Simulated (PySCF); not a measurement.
CH₈O₃Si₂, SMILES O[C@H]([SiH3])[SiH](O)O. Atoms are numbered in the order given.

```xyz
14

O     -0.3582     1.6106     0.9949
C     -0.5714     0.6061    -0.0062
Si    -2.1282    -0.3506     0.4926
Si     0.9637    -0.4511    -0.1813
O      2.1659     0.6947     0.0278
O      0.9351    -1.1213    -1.6995
H      0.5542     1.9215     0.8808
H     -0.7695     1.0475    -1.0114
H     -1.9148    -1.0240     1.8083
H     -2.4186    -1.3894    -0.5439
H     -3.2913     0.5771     0.6056
H      1.1463    -1.5230     0.8451
H      3.0202     0.4134     0.3729
H      1.4637    -1.9098    -1.8632
```
Charge 0, spin multiplicity 1.

The structure is a stationary point at r2SCAN-D4/def2-SVP. The structure was generated by enumeration; whether it is a known compound was not checked. One conformer was computed; it need not be the lowest.

These are SMD-B3LYP/6-31G* (PySCF) values and carry that method's errors.

Solvation free energies are E(SMD) − E(gas) at the gas-phase geometry, for 1 M in both phases. In vacuum the dipole moment is 3.84 D.

Computed solvation free energies in water, cyclohexanone, dimethylsulfoxide:
```tsv
solvent	ΔG(solv) (kcal/mol)	its non-electrostatic (CDS) part	dipole (D)
water	-10.4	4.1	4.85
cyclohexanone	-7.0	-1.2	4.44
dimethylsulfoxide	-7.4	-1.1	4.49
```
